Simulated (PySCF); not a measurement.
Fe(OH2)6 (FeH12O6), SMILES [OH2]->[Fe+3](<-[OH2])(<-[OH2])(<-[OH2])(<-[OH2])<-[OH2] (connectivity only; charge and spin as stated), charge +3, multiplicity 6.

Geometry: r2SCAN-D4/def2-SVP. The spin state was assumed, not searched. The isomer is the one that the SMILES or the coordinates give; other isomers of the formula were not compared.

The numbers are results of TDA-PBE0/def2-SVP in PySCF 2.14.0, not measurements.

Vertical excitations; the highest root listed may be one member of a degenerate set. The molecule is in vacuum.

Computed UV-visible absorptions:
| state | energy (eV) | λ (nm) | f | main pairs |
|---|---|---|---|---|
| root 1 | 3.37 | 368 | 0.000 | β HOMO−1→LUMO, β HOMO→LUMO+2 (degenerate set) |
| root 2 | 3.37 | 368 | 0.000 | β HOMO−2→LUMO+1, β HOMO→LUMO+2 (degenerate set) |
| root 3 | 3.37 | 368 | 0.000 | β HOMO−2→LUMO+1, β HOMO→LUMO+2, β HOMO−1→LUMO (degenerate set) |
| root 4 | 3.42 | 362 | 0.000 | β HOMO→LUMO+1 (degenerate set) |
| root 5 | 3.42 | 362 | 0.000 | β HOMO−2→LUMO (degenerate set) |
| root 6 | 3.42 | 362 | 0.000 | β HOMO−1→LUMO+2 (degenerate set) |
| root 7 | 3.44 | 360 | 0.000 | β HOMO−4→LUMO (degenerate set) |
| root 8 | 3.44 | 360 | 0.000 | β HOMO−3→LUMO+2 (degenerate set) |
| root 9 | 3.44 | 360 | 0.000 | β HOMO−5→LUMO+1 (degenerate set) |
| root 10 | 3.51 | 353 | 0.000 | β HOMO−3→LUMO+1 89 % |
Unrestricted roots are not spin-pure.
